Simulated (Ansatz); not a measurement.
This geometry of H5NSSn (8 atoms, charge 0, multiplicity 1) is a first-order saddle point.

Theory: RKS PBE/def2-SVPD (Ansatz 0.2.0).

```xyz
8
Properties=species:S:1:pos:R:3
N -1.003 0.571 -0.885
Sn 0.584 0.362 0.372
S 1.231 -2.010 0.497
H -1.876 0.999 -0.584
H -0.942 0.432 -1.891
H 0.018 0.948 1.890
H 2.013 1.116 -0.232
H -0.026 -2.418 0.833
```

Task: Which two structures does it join? (They come from a converged band through this point; their orientation in space is the band's.)

Result: No bond is made or broken. The height of N1 over the plane of its neighbours goes from 0.37 to -0.38 Å.

First end point:

```xyz
8
Properties=species:S:1:pos:R:3
N -1.149 0.402 -0.790
Sn 0.553 0.366 0.392
S 1.240 -1.985 0.426
H -1.665 1.288 -0.728
H -0.954 0.225 -1.782
H 0.036 0.927 1.939
H 1.949 1.193 -0.214
H -0.011 -2.417 0.757
```

Last end point:

```xyz
8
Properties=species:S:1:pos:R:3
N -0.988 0.922 -0.922
Sn 0.560 0.370 0.338
S 1.111 -2.040 0.352
H -1.896 0.552 -0.620
H -0.844 0.604 -1.888
H 0.062 0.846 1.917
H 1.983 1.123 -0.263
H 0.012 -2.378 1.086
```

Task: How far does it lie above each of them?

Result: 0.035 eV above the first and 0.088 eV above the second. This is the barrier of this one path; another mechanism may lie lower.

Time of the run: 3.6 min on 2 threads of Arm Neoverse V1, with other jobs on the host, peak memory 0.16 GiB.
